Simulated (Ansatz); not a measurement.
Predict a relaxed structure of the cluster MoAu₄⁻, charge -1, doublet, at r2SCAN-D4/def2-SVPD (Ansatz).


Cartesian coordinates in Å:
```
Mo -0.007 0.010 0.022
Au -1.563 1.873 0.748
Au 1.803 0.341 -1.718
Au 0.505 -0.368 2.474
Au -0.738 -1.857 -1.526
```
 This is one stationary point.

In the def2 sets Au, Mo take a core potential; there is no spin–orbit coupling. The charge -1 doublet is spin-contaminated (final ⟨S²⟩ up to 1.75, 0.75 for a pure state). The relaxation made no stability test and no search for a lower SCF solution. No other spin state of charge -1 was run. The structure comes from a short search, and lower isomers may exist.
